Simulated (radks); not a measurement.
The nuclear charge of the lanthanum ion La2+ is varied continuously with 55 electrons held in [Xe] 5d1. Method: Dirac Kohn-Sham, PBEsol, spin-unpolarised, spherical densities, point nucleus; open shells are shared between the two j in proportion to 2j + 1; computed with a radial shooting solver on a logarithmic mesh with Libxc functionals. By the Hellmann-Feynman theorem dE/dZ = E(electron-nucleus)/Z, the electronic potential at the nucleus.

Z,E (hartree),E(electron-nucleus)/Z (hartree),HOMO,e(HOMO) (eV),<r> HOMO (bohr)
56.5,-8313.6397,-357.704,5d5/2,-9.894,2.854
56.75,-8403.3436,-359.927,5d5/2,-12.159,2.711
57,-8493.6035,-362.153,5d5/2,-14.554,2.591
57.25,-8584.4201,-364.380,5d5/2,-17.071,2.488
57.5,-8675.7939,-366.610,5d5/2,-19.702,2.398
57.75,-8767.7255,-368.843,5d5/2,-22.443,2.319
58,-8860.2156,-371.078,5d5/2,-25.289,2.247

The central difference of E at Z = 57 is -362.153 hartree, to compare with the third column; the second derivative is -8.91 hartree.
